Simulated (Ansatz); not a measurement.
Geometry optimisation, RKS B3LYP/def2-SVP in Ansatz.

input.yaml

```yaml
crystal:
  periodic: [false, false, false]
  atoms:
    - { symbol: Al, position_ang: [0.00528, -0.181636, 0.225635] }
    - { symbol: "N", position_ang: [-0.005034, -0.126056, 2.080253] }
    - { symbol: H, position_ang: [-0.811595, -0.418041, 2.626729] }
    - { symbol: H, position_ang: [0.847832, -0.230336, 2.623904] }
    - { symbol: F, position_ang: [1.425467, -0.023203, -0.610287] }
    - { symbol: F, position_ang: [-1.403771, -0.384456, -0.619902] }
    - { symbol: H, position_ang: [-0.260355, 2.510104, 0.761987] }
    - { symbol: H, position_ang: [-0.213025, 1.976823, 1.248081] }
basis:
  gaussian: { orbitals: def2-SVP }
hamiltonian:
  xc: b3lyp
relax:
  f_tol: 0.03
  max_steps: 50
output:
  orbitals: {}
```

Launched with:

```bash
$ ansatz run input.yaml --threads 1 --pin off --max-ram 2048MiB --backend cpu --events-out ev --progress --plain --runs-dir out
```

Where does it end, and by what steps?

It converged. The force dipped under the threshold on the way, but the program's further checks kept it going. After 8 steps the energy has fallen by 0.243 eV; H7 moved furthest, 0.50 Å.

| step | energy less start (eV) | largest force component (eV/Å) | accepted |
| --- | --- | --- | --- |
| 0 | 0.0000 | 1.939 | yes |
| 1 | -0.1584 | 1.160 | yes |
| 2 | -0.2035 | 0.546 | yes |
| 3 | -0.1965 | 1.438 | no |
| 4 | -0.2258 | 0.356 | yes |
| 5 | -0.2400 | 0.064 | yes |
| 6 | -0.2423 | 0.025 | yes |
| 7 | -0.2430 | 0.041 | yes |
| 8 | -0.2433 | 0.009 | yes |

```xyz
8
Properties=species:S:1:pos:R:3
Al -0.007 -0.004 0.402
N 0.027 -0.366 2.124
H -0.785 -0.628 2.673
H 0.872 -0.447 2.679
F 1.402 0.216 -0.447
F -1.426 -0.092 -0.456
H -0.256 2.302 0.307
H -0.242 2.141 1.055
```

Whether the end is a true minimum wasn't checked by a vibrational analysis.

Time of the run: 26 s on 1 thread of Arm Neoverse V1, with other jobs on the host, peak memory 0.14 GiB.
